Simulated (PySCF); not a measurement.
CH8AlNO2Si, SMILES [OH][Al]([N]([SiH3])C)[OH]. Atoms are numbered in the order given.

```xyz
14

Si     0.6058    -2.0165     0.0000
N     -0.4326    -0.6259     0.0000
C     -1.8726    -0.8790     0.0000
Al     0.1590     1.0610     0.0000
O      1.7972     1.5035     0.0000
O     -1.0418     2.2614     0.0000
H      0.3971    -2.8839     1.2050
H      2.0194    -1.5230     0.0000
H      0.3971    -2.8839    -1.2050
H     -2.4367     0.0660     0.0000
H     -2.1922    -1.4517    -0.8903
H     -2.1922    -1.4517     0.8903
H      2.5412     0.9006     0.0000
H     -0.8618     3.2019     0.0000
```

The structure is a stationary point at PBE0-D3(BJ)/def2-SVP. The structure was generated by enumeration; whether it is a known compound was not checked. Other conformers were not sampled.

Level of theory: PySCF with PBE0/pcSseg-1.

GIAO shieldings, no solvent; atoms listed in one row are averaged. δ = σ(ref) − σ: ²⁹Si against TMS (σ = 352.7 ppm); ¹⁵N against NH3 (σ = 267.4 ppm); ¹³C against TMS (σ = 186.3 ppm); ¹⁷O against H2O (σ = 334.2 ppm); ¹H against TMS (σ = 31.56 ppm), references at their B3LYP-D3(BJ)/def2-TZVP geometries, non-relativistic.

### Question
Estimate the chemical shifts. (Estimate from the structure and the level; the computed values follow.)

### Answer

```tsv
nucleus	atoms	count	δ (ppm)
²⁹Si	Si1	1	-48.0
¹⁵N	N2	1	10.4
¹³C	C3	1	36.6
¹⁷O	O5	1	13.6
¹⁷O	O6	1	0.8
¹H	H7, H8, H9	3	4.84
¹H	H10, H11, H12	3	3.15
¹H	H13	1	1.60
¹H	H14	1	1.41
```
